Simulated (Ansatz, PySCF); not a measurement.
Species: SeF$_{2}$ (charge -1, doublet). 
Geometry from a B3LYP-D3(BJ)/def2-TZVP (Ansatz, a first-principles code) optimisation:
```xyz
3

Se     0.0464     0.0111     0.5177
F      0.5515     1.0580    -0.9301
F     -0.7267    -1.1000    -1.0256
```
Charge -1, spin multiplicity 2.

Total electronic energies in hartree. Cores are frozen in the correlated levels unless marked. UHF or UKS for open shells. Spin-orbit coupling is left out. The frozen core is the preceding noble-gas configuration, with the filled d and f shells of earlier blocks. Non-relativistic. Basis-set limits of correlation are two-point, X^-3; Hartree-Fock from the larger set. [CCSD(T)-MP2]/basis is that difference in the basis named.

```
level                                                                 program  energy (Eh)
-------------------------------------------------------------  --------------  -----------
HF/STO-3G                                                              Ansatz  -2569.37075
SVWN5/def2-TZVPD                                                       Ansatz  -2596.68487
PBE/def2-TZVPD                                                         Ansatz  -2600.80787
TPSS-D3(BJ)/def2-TZVPD                                          PySCF + dftd3  -2601.29172
M06-L/def2-TZVPD                                                        PySCF  -2601.22562
r2SCAN/def2-TZVPD                                                      Ansatz  -2601.24922
r2SCAN-D4/def2-TZVPD                                           Ansatz + dftd4  -2601.24957
B97M-V/def2-TZVPD                                                      Ansatz          [?]
PBE0-D4/def2-TZVP                                              Ansatz + dftd4  -2600.85432
PBE0-D4/def2-TZVPD                                             Ansatz + dftd4  -2600.86561
TPSSh-D3(BJ)/def2-TZVPD                                         PySCF + dftd3  -2601.26655
r2SCANh-D4/def2-TZVPD                                          Ansatz + dftd4  -2601.23074
r2SCAN0-D4/def2-TZVPD                                          Ansatz + dftd4  -2601.20406
PW6B95/def2-TZVPD                                                       PySCF  -2602.63044
M06-2X/def2-TZVPD                                                       PySCF  -2601.28826
CAM-B3LYP-D3(BJ)/def2-TZVPD                                    Ansatz + dftd3  -2601.42737
LC-wPBE/def2-TZVPD                                                     Ansatz          [?]
MP2/aug-cc-pVTZ                                                        Ansatz  -2599.51522
SCS-MP2/6-31G                                                          Ansatz  -2598.56572
CCSD/STO-3G                                                            Ansatz  -2569.41878
CCSD(T)/6-31G                                                          Ansatz  -2598.58612
RI-MP2/CBS(aug-cc-pVTZ,aug-cc-pVQZ)+[CCSD(T)-MP2]/aug-cc-pVDZ          Ansatz   -2599.6533
RI-MP2/CBS(aug-cc-pVTZ,aug-cc-pVQZ)+[CCSD(T)-MP2]/aug-cc-pVTZ          Ansatz   -2599.6598
```

**Question.** Complete the blanks.

**Answer.** 
- B97M-V/def2-TZVPD, energy (Eh): -2600.82780
- LC-wPBE/def2-TZVPD, energy (Eh): -2600.90357
